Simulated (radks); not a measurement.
Spherical quantum dot in the effective-mass picture: electrons in a parabolic well V = omega^2 r^2 / 2 with omega = 0.108, all in effective atomic units (hartree* = m*/eps^2 hartree, bohr* = eps/m* bohr), one dielectric constant everywhere. Calculated with a radial shooting solver with Libxc functionals: non-relativistic Kohn-Sham, LDA (Slater exchange, Perdew-Wang correlation), spin-polarised, spherical densities. Levels are named by radial order and angular momentum (1s, 1p, 1d, 2s, ...), and open shells are averaged over m. Each electron was tried in the lowest free levels, single moves between levels near the top were tried too, and the lowest total energy was kept; such a search can miss a lower state. At N = 1 the Hartree and exchange-correlation terms need not cancel, so that row can carry a self-interaction error.

N,open shells,2S,E (hartree*),mu = E(N) - E(N-1) (hartree*),addition energy mu(N+1) - mu(N) (hartree*),e(HOMO) (hartree*),rms radius (bohr*)
1,"1s(up 1, down 0)",1,0.165983,0.16598,0.2058,0.25518,3.790
2,none,0,0.537762,0.37178,0.2213,0.45081,4.410
3,"1p(up 1, down 0)",1,1.13088,0.59312,0.1312,0.65913,5.102
4,"1p(up 2, down 0)",2,1.85523,0.72435,0.1274,0.78887,5.568
5,"1p(up 3, down 0)",3,2.70700,0.85177,0.1447,0.91384,5.943
6,"1p(up 3, down 1)",2,3.70352,0.99651,0.1120,1.0528,6.290
7,"1p(up 3, down 2)",1,4.81208,1.1086,0.1097,1.1639,6.592
8,none,0,6.03038,1.2183,0.1533,1.2723,6.864
9,"1d(up 1, down 0)",1,7.40200,1.3716,0.09909,1.4215,7.153
10,"1d(up 2, down 0)",2,8.87272,1.4707,0.09725,1.5197,7.412
11,"1d(up 3, down 0)",3,10.4407,1.5680,0.09538,1.6160,7.649
12,"1d(up 4, down 0)",4,12.1040,1.6633,0.09355,1.7104,7.868
13,"1d(up 5, down 0)",5,13.8609,1.7569,0.1087,1.8031,8.073
14,"1d(up 5, down 1)",4,15.7265,1.8656,0.08802,1.9098,8.272
15,"1d(up 5, down 2)",3,17.6802,1.9536,0.08685,1.9973,8.459
16,"1d(up 5, down 3)",2,19.7207,2.0405,0.08564,2.0835,8.638
17,"1d(up 5, down 4)",1,21.8468,2.1261,0.08443,2.1685,8.807
18,none,0,24.0573,2.2106,0.09639,2.2524,8.970
19,"2s(up 1, down 0)",1,26.3643,2.3069,0.09435,2.3488,9.131
20,none,0,28.7656,2.4013,0.08989,2.4424,9.287
21,"1f(up 1, down 0)",1,31.2568,2.4912,0.07805,2.5304,9.442
22,"1f(up 2, down 0)",2,33.8260,2.5692,0.07720,2.6080,9.591
23,"1f(up 3, down 0)",3,36.4725,2.6464,0.07637,2.6848,9.734
24,"1f(up 4, down 0)",4,39.1953,2.7228,0.07555,2.7607,9.873
25,"1f(up 5, down 0)",5,41.9936,2.7984,0.07476,2.8359,10.01
26,"1f(up 6, down 0)",6,44.8667,2.8731,0.07399,2.9102,10.14
27,"1f(up 7, down 0)",7,47.8138,2.9471,0.08606,2.9839,10.26
28,"1f(up 7, down 1)",6,50.8470,3.0332,0.07167,3.0691,10.39
29,"1f(up 7, down 2)",5,53.9519,3.1048,0.07107,3.1405,10.51
30,"1f(up 7, down 3)",4,57.1278,3.1759,0.07047,3.2112,10.63
31,"1f(up 7, down 4)",3,60.3741,3.2464,-,3.2814,10.74

All shells are closed at N = 2, 8, 18, 20 (there: 1s2 1p6 1d10 2s2); the second difference of the energy has clear peaks (12 % above both neighbours; the first and last values, which can be the largest, are not judged, and half-filled shells can peak too) at N = 5, 8, 13, 27.
